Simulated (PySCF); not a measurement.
## Basis-set dependence of excited states

Compound: C₂H₂BCl₃.
SMILES: `Cl/C=C/B(Cl)Cl`

TDDFT with PBE0 (PySCF), vertical singlets, core orbitals frozen in the response, spherical d and f functions. Geometry: PBE0-D3(BJ)/def2-SVP; no solvent, vibrations or thermal averaging.

**Question.** Compare 6-31G*, def2-SVP, 6-31+G*, def2-SVPD, aug-cc-pVDZ, def2-TZVP and def2-TZVPD for this molecule.

**Answer.** 

```
      basis  functions  diffuse  S1 (eV)  S2 (eV)  S3 (eV)  S4 (eV)  S5 (eV)  LUMO (eV)  α (au)
     6-31G*        100       no     5.29     5.37     5.42     5.99     6.28      -2.30    65.4
   def2-SVP        106       no     5.34     5.35     5.39     5.93     6.29      -2.22    63.2
    6-31+G*        124      yes     5.21     5.33     5.38     5.94     6.21      -2.46    74.9
  def2-SVPD        157      yes     5.18     5.28     5.35     5.88     6.17      -2.53    84.6
aug-cc-pVDZ        168      yes     5.17     5.30     5.36     5.90     6.18      -2.45    84.3
  def2-TZVP        216       no     5.19     5.29     5.34     5.88     6.18      -2.40    77.7
 def2-TZVPD        267      yes     5.14     5.27     5.32     5.86     6.14      -2.46    86.0
```

States are compared by their number. Against the largest diffuse basis here (def2-TZVPD, itself not a converged limit), sets without diffuse functions differ by up to 0.20 eV in S1 and 0.14 eV in S5; the smaller diffuse sets differ by up to 0.07 and 0.06 eV. S1 is led by HOMO-1→LUMO (49%) in def2-SVP and by HOMO→LUMO (96%) in def2-TZVPD. State by state, the largest deviation of a set without diffuse functions is S1 0.20, S2 0.11, S3 0.11, S4 0.13, S5 0.14 eV. The same number needn't mean the same state in each row. Against def2-TZVPD the polarisability deviates by -24% in 6-31G*, -27% in def2-SVP, -13% in 6-31+G*, -2% in def2-SVPD, -2% in aug-cc-pVDZ, -10% in def2-TZVP. A single + in a Pople set puts diffuse functions on heavy atoms only.
